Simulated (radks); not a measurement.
Values are calculated unless marked as measured or tabulated.
Polarisability of neutral aluminium, [Ne] 3s2 3p1, at imaginary frequency. Code: a radial shooting solver on a logarithmic mesh with Libxc functionals. Model: scalar-relativistic Kohn-Sham, LB94 model potential, spin-polarised, spherical densities, finite nucleus; open shells are filled with parallel spins first; Fermi nuclear charge, rms radius 3.061 fm. Response by self-consistent Sternheimer equations with the Hartree and adiabatic LDA kernel, the relativistic mass of each level held fixed and spin-orbit coupling left out.

| w (hartree) | alpha1(iw) (bohr^3) |
|---|---|
| 0.00266 | 57.22 |
| 0.0143 | 56.83 |
| 0.0360 | 54.82 |
| 0.0697 | 49.47 |
| 0.118 | 40.50 |
| 0.186 | 29.75 |
| 0.280 | 19.64 |
| 0.413 | 11.78 |
| 0.605 | 6.539 |
| 0.892 | 3.426 |
| 1.35 | 1.720 |
| 2.12 | 0.8357 |
| 3.59 | 0.3843 |
| 6.94 | 0.1459 |
| 17.5 | 0.03136 |

Static values: alpha1 = 57.23 bohr^3 (8.481 angstrom^3; uncoupled 84.16). C6 = 480.0, triple-dipole C9 = 19840 atomic units. One-pole (London) frequency 4 C6 / (3 alpha1^2) = 0.195 hartree, against 0.216 for minus the highest occupied eigenvalue. Recommended static value: 57.8 bohr^3 (Schwerdtfeger and Nagle, 2023 table).
